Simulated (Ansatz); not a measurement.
Geometry optimisation, RKS PBE/def2-SVP (Ansatz).

The input (input.yaml):

```yaml
crystal:
  periodic: [false, false, false]
  atoms:
    - { symbol: Zn, position_ang: [0.689544, 0.270706, -0.710948] }
    - { symbol: O, position_ang: [-0.280026, 0.124472, 2.103347] }
    - { symbol: H, position_ang: [-0.039908, -0.739017, 2.494885] }
    - { symbol: Cl, position_ang: [-0.902101, -0.141784, -2.064788] }
    - { symbol: Si, position_ang: [2.513857, 0.646875, 0.692678] }
    - { symbol: H, position_ang: [2.841762, -0.612353, 1.460351] }
    - { symbol: H, position_ang: [3.788369, 1.102809, 0.029081] }
    - { symbol: H, position_ang: [2.195418, 1.698495, 1.737007] }
    - { symbol: H, position_ang: [0.467085, 0.708197, 2.397387] }
basis:
  gaussian: { orbitals: def2-SVP }
hamiltonian:
  xc: pbe
relax:
  f_tol: 0.03
  max_steps: 50
output:
  orbitals: {}
```

Command:

```bash
$ ansatz run input.yaml --threads 2 --pin off --max-ram 3072MiB --backend cpu --events-out ev --progress --plain --runs-dir out
```

Where does it end, and by what steps?

It converged. After 20 steps the energy has fallen by 0.450 eV; H3 moved furthest, 1.88 Å. Joined: Zn1–O2.

```json
{"step": "0", "energy less start (eV)": "0.0000", "largest force component (eV/Å)": "0.578", "accepted": "yes"}
{"step": "1", "energy less start (eV)": "-0.0047", "largest force component (eV/Å)": "1.580", "accepted": "yes"}
{"step": "2", "energy less start (eV)": "-0.1050", "largest force component (eV/Å)": "1.113", "accepted": "yes"}
{"step": "3", "energy less start (eV)": "-0.1603", "largest force component (eV/Å)": "1.018", "accepted": "yes"}
{"step": "4", "energy less start (eV)": "-0.2025", "largest force component (eV/Å)": "0.529", "accepted": "yes"}
{"step": "5", "energy less start (eV)": "-0.2180", "largest force component (eV/Å)": "0.114", "accepted": "yes"}
{"step": "6", "energy less start (eV)": "-0.2275", "largest force component (eV/Å)": "0.390", "accepted": "yes"}
{"step": "7", "energy less start (eV)": "-0.2304", "largest force component (eV/Å)": "0.984", "accepted": "yes"}
{"step": "8", "energy less start (eV)": "-0.2674", "largest force component (eV/Å)": "0.236", "accepted": "yes"}
{"step": "9", "energy less start (eV)": "-0.2837", "largest force component (eV/Å)": "0.792", "accepted": "yes"}
{"step": "10", "energy less start (eV)": "-0.3038", "largest force component (eV/Å)": "0.844", "accepted": "yes"}
{"step": "11", "energy less start (eV)": "-0.3302", "largest force component (eV/Å)": "0.750", "accepted": "yes"}
{"step": "12", "energy less start (eV)": "-0.3590", "largest force component (eV/Å)": "0.627", "accepted": "yes"}
{"step": "13", "energy less start (eV)": "-0.3902", "largest force component (eV/Å)": "0.367", "accepted": "yes"}
{"step": "14", "energy less start (eV)": "-0.3946", "largest force component (eV/Å)": "0.311", "accepted": "yes"}
{"step": "15", "energy less start (eV)": "-0.4129", "largest force component (eV/Å)": "0.216", "accepted": "yes"}
{"step": "16", "energy less start (eV)": "-0.4298", "largest force component (eV/Å)": "0.824", "accepted": "yes"}
{"step": "17", "energy less start (eV)": "-0.4435", "largest force component (eV/Å)": "0.388", "accepted": "yes"}
{"step": "18", "energy less start (eV)": "-0.4488", "largest force component (eV/Å)": "0.054", "accepted": "yes"}
{"step": "19", "energy less start (eV)": "-0.4494", "largest force component (eV/Å)": "0.030", "accepted": "yes"}
{"step": "20", "energy less start (eV)": "-0.4498", "largest force component (eV/Å)": "0.018", "accepted": "yes"}
```

```xyz
9
Properties=species:S:1:pos:R:3
Zn 0.820 0.228 0.247
O -0.636 0.212 1.883
H -1.316 -0.143 1.255
Cl -0.872 -0.467 -0.989
Si 3.051 0.824 0.705
H 3.790 -0.301 1.390
H 3.829 1.161 -0.542
H 3.141 2.020 1.620
H -0.533 -0.474 2.571
```

Whether the end is a true minimum wasn't checked by a vibrational analysis.

Time of the run: 52 s on 2 threads of Arm Neoverse V1, with other jobs on the host, peak memory 0.16 GiB.
